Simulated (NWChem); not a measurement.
# BeNH2Cl; SMILES [Be]([NH2])[Cl]

```xyz
5

Be     0.0007    -0.5436     0.0000
Cl     0.0000     1.2752     0.0000
N      0.0005    -2.0362     0.0000
H     -0.0035    -2.6251    -0.8260
H     -0.0035    -2.6251     0.8260
```
Atoms are numbered in this order, from 1.

Computed with NWChem. The geometry was optimised at PBE0/def2-SVP. Ions are spin-unrestricted doublets at the neutral geometry; other ion states weren't tried.

Task: What does the run give for PBE/def2-SVP? Quantities: vertical ionisation energy, ΔSCF (eV); −ε(HOMO) (eV).

Result: 
* **vertical ionisation energy, ΔSCF (eV)**: 9.75
* **−ε(HOMO) (eV)**: 5.96
